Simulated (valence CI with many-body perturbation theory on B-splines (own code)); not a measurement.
**Energy levels of Br³⁰⁺**

Level of theory: relativistic CI+MBPT: three valence electrons over a frozen Dirac-Fock core [He], a basis of 11 s, 11 p, 10 d, 8 f, 5 g, 2 h functions for each j, with the one-electron correlation potential Σ1, the two-electron term Σ2, the three-electron term Σ3, Breit, model QED; selected CI, second order for the rest, scaled by the run's own slope (own B-spline code, finite nucleus).

No measured spectrum was set against this ion. As an estimate, large intervals hold to a few tenths of a per cent, small ones and those within an open d or f shell to about a per cent.

Levels 181 to 211 of 211, with energies above the lowest level, (2s^2 2p1/2) J=1/2. "Leading %" is the weight of the configuration and term that name the level; weights of strongly mixed levels are sums over their largest components and can fall short. In the jj column 3d3/2^4 stands for four electrons in 3d with j = 3/2. Lifetimes count E1, E2, E3, M1 and M2 decay at the calculated energies, and are blank where another channel may lead or the interval is too uncertain; long ones can be off by a factor of two.

| No. | Configuration | Term | J | E (eV) | Leading % | Second component | Leading jj | Lifetime |
| --- | --- | --- | --- | --- | --- | --- | --- | --- |
| 181 | 2s 2p 4f | 4G | 11/2 | 2821.8 | 100 |  | 2s 2p3/2 4f7/2 (100 %) | 75.7 fs |
| 182 | 2s 2p 4f | 2G | 9/2 | 2822.1 | 83 | 13 % 2s 2p 4f 4F | 2s 2p3/2 4f5/2 (55 %) | 78.9 fs |
| 183 | 2s 2p 4f | 4D | 1/2 | 2822.2 | 100 |  | 2s 2p3/2 4f5/2 (100 %) | 75.0 fs |
| 184 | 2s 2p 4f | 4D | 5/2 | 2822.6 | 34 | 33 % 2s 2p 4f 2F | 2s 2p3/2 4f7/2 (100 %) | 76.3 fs |
| 185 | 2s 2p 4f | 2D | 3/2 | 2823.7 | 76 | 20 % 2s 2p 4f 4D | 2s 2p3/2 4f7/2 (100 %) | 77.1 fs |
| 186 | 2s 2p 4s | 2P° | 1/2 | 2827.5 | 94 |  | 2s 2p3/2 4s (89 %) | 189 fs |
| 187 | 2s 2p 4s | 2P° | 3/2 | 2827.9 | 91 | 7 % 2s 2p 4s 4P° | 2s 2p3/2 4s (90 %) | 205 fs |
| 188 | 2s 2p 4p | 2P | 1/2 | 2840.7 | 70 | 16 % 2s 2p 4p 2S | 2s 2p3/2 4p1/2 (84 %) | 108 fs |
| 189 | 2s 2p 4p | 2D | 3/2 | 2840.8 | 75 | 18 % 2s 2p 4p 2P | 2s 2p3/2 4p1/2 (91 %) | 135 fs |
| 190 | 2p2 4s | 4P | 1/2 | 2841.4 | 52 | 21 % 2p2 4s 2P | 2p1/2^2 4s (85 %) | 177 fs |
| 191 | 2s 2p 4p | 2D | 5/2 | 2846.0 | 91 | 6 % 2s 2p 4p 4D | 2s 2p3/2 4p3/2 (90 %) | 116 fs |
| 192 | 2s 2p 4p | 2P | 3/2 | 2847.5 | 74 | 21 % 2s 2p 4p 2D | 2s 2p3/2 4p3/2 (91 %) | 137 fs |
| 193 | 2s 2p 4p | 2S | 1/2 | 2848.9 | 66 | 20 % 2s 2p 4p 2P | 2s 2p3/2 4p3/2 (83 %) | 206 fs |
| 194 | 2p2 4p | 4D° | 1/2 | 2852.5 | 46 | 31 % 2p2 4p 2P° | 2p1/2^2 4p1/2 (93 %) | 75.5 fs |
| 195 | 2s 2p 4d | 2D° | 3/2 | 2857.2 | 89 | 5 % 2s 2p 4d 2P° | 2s 2p3/2 4d3/2 (85 %) | 29.9 fs |
| 196 | 2s 2p 4d | 2F° | 5/2 | 2857.4 | 82 | 12 % 2s 2p 4d 2D° | 2s 2p3/2 4d3/2 (91 %) | 36.9 fs |
| 197 | 2s 2p 4d | 2F° | 7/2 | 2858.1 | 91 | 5 % 2s 2p 4d 4F° | 2s 2p3/2 4d5/2 (90 %) | 64.8 fs |
| 198 | 2s 2p 4d | 2P° | 1/2 | 2859.4 | 89 | 6 % 2s 2p 4d 4D° | 2s 2p3/2 4d3/2 (89 %) | 37.4 fs |
| 199 | 2s 2p 4d | 2D° | 5/2 | 2859.5 | 80 | 15 % 2s 2p 4d 2F° | 2s 2p3/2 4d5/2 (91 %) | 27.7 fs |
| 200 | 2s 2p 4d | 2P° | 3/2 | 2860.0 | 39 | 14 % 2p2 4p 4D° | 2p1/2^2 4p3/2 (53 %) | 53.6 fs |
| 201 | 2s 2p 4d | 2P° | 3/2 | 2862.0 | 51 | 12 % 2p2 4p 4D° | 2s 2p3/2 4d5/2 (46 %) | 46.4 fs |
| 202 | 2s 2p 4f | 2F | 5/2 | 2863.9 | 90 | 5 % 2s 2p 4f 4G | 2s 2p3/2 4f5/2 (89 %) | 75.1 fs |
| 203 | 2s 2p 4f | 2F | 7/2 | 2864.7 | 82 | 8 % 2s 2p 4f 2G | 2s 2p3/2 4f7/2 (71 %) | 75.7 fs |
| 204 | 2s 2p 4f | 2G | 7/2 | 2865.2 | 86 | 8 % 2s 2p 4f 2F | 2s 2p3/2 4f5/2 (70 %) | 76.8 fs |
| 205 | 2s 2p 4f | 2G | 9/2 | 2866.0 | 92 | 4 % 2s 2p 4f 4G | 2s 2p3/2 4f7/2 (91 %) | 76.7 fs |
| 206 | 2s 2p 4f | 2D | 3/2 | 2866.2 | 89 | 6 % 2s 2p 4f 4F | 2s 2p3/2 4f5/2 (89 %) | 75.6 fs |
| 207 | 2s 2p 4f | 2D | 5/2 | 2867.0 | 91 |  | 2s 2p3/2 4f7/2 (88 %) | 75.6 fs |
| 208 | 2p2 4d | 4F | 3/2 | 2869.2 | 41 | 16 % 2p2 4d 2D | 2p1/2^2 4d3/2 (92 %) | 92.8 fs |
| 209 | 2p2 4d | 4D | 5/2 | 2872.9 | 23 | 20 % 2p2 4d 2D | 2p1/2^2 4d5/2 (94 %) | 40.0 fs |
| 210 | 2p2 4f | 4G° | 5/2 | 2876.9 | 36 | 16 % 2p2 4f 2F° | 2p1/2^2 4f5/2 (94 %) | 76.1 fs |
| 211 | 2p2 4f | 2F° | 7/2 | 2878.0 | 23 | 21 % 2p2 4f 2G° | 2p1/2^2 4f7/2 (94 %) | 77.6 fs |

Where two levels of one J and parity lie close, their mixing, g and order are uncertain.
